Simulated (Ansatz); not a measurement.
Computed with Ansatz on PBE0-D4/def2-TZVP structures; ΔE is electronic, products minus reactants. CBS: MP2 limit from def2 TZ/QZ plus the TZ coupled-cluster correction, frozen cores. DFT in def2-TZVPP. For Br, Ge outer-core shells are correlated without core-valence functions, which leaves a few kJ/mol of doubt a bond. Scalar relativity is left out up to krypton.

Consider the cleavage of the Si–Ge bond: `C[SiH](Cl)[GeH3]` + HBr → `C[SiH](Cl)Br` + GeH₄.

**Question.** Is it downhill or uphill in electronic energy at CCSD(T)/CBS, and by how much? (Estimate.)

**Answer.** Ansatz gave: Downhill: ΔE = -86.8 kJ/mol.

**Question.** What do these levels give: r2SCAN0-D4, CAM-B3LYP-D4, ωB97M-V, B2PLYP, BLYP, PBE0, BHLYP, CAM-B3LYP, RPA@PBE/def2-TZVPP, HF/def2-QZVPP, MP2/def2-QZVPP, HF/CBS(def2)? (An estimate is asked.)

**Answer.** Computed: r2SCAN0-D4 -88.3, CAM-B3LYP-D4 -86.4, ωB97M-V -89.7, B2PLYP -88.1, BLYP -81.0, PBE0 -82.4, BHLYP -91.6, CAM-B3LYP -87.8, RPA@PBE/def2-TZVPP -80.1, HF/def2-QZVPP -101.0, MP2/def2-QZVPP -93.7, HF/CBS(def2) -101.1 kJ/mol.

Largest T1 diagnostic among the species: 0.012.

From BLYP to BHLYP (50 % exact exchange), in def2-TZVPP and without D4, ΔE moves by −10.6 kJ/mol. At CCSD(T), def2-SVP lies +4.1 kJ/mol from the extrapolated value and def2-TZVPP +3.6 kJ/mol. Leaving LDA and LC-ωPBE aside and taking each functional with its dispersion term where it has one, the values, not all of them listed here, spread over 13.7 kJ/mol, from B97M-V to PBE-D4.
